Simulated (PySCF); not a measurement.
C4H4N2, SMILES c1cncnc1. Atoms are numbered in the order given.

```xyz
10

C      0.0000     0.0000    -1.3534
C      0.0000    -1.1827    -0.6181
N      0.0000    -1.1894     0.7122
C      0.0000     0.0000     1.3074
N      0.0000     1.1894     0.7122
C      0.0000     1.1827    -0.6181
H      0.0000     0.0000    -2.4449
H      0.0000    -2.1585    -1.1184
H      0.0000     0.0000     2.4042
H      0.0000     2.1585    -1.1184
```

The structure is a stationary point at PBE0-D3(BJ)/def2-SVP.

The numbers are results of r2SCAN/def2-TZVP (PySCF), not measurements.

Symmetry labels are those of the subgroup C2v that the program uses (full group C2v).

Task: List the valence orbital energies around the gap with their symmetry. (The exact figures need the calculation; the answer reports its results.)

Result: 
```csv
orbital,symmetry,energy (eV)
HOMO−7,A1,-12.04
HOMO−6,B1,-11.15
HOMO−5,B2,-10.67
HOMO−4,A1,-10.46
HOMO−3,A2,-8.36
HOMO−2,B1,-7.55
HOMO−1,A1,-7.53
HOMO,B2,-6.18
LUMO,A2,-2.10
LUMO+1,B1,-1.77
LUMO+2,A1,1.59
LUMO+3,B1,2.33
```
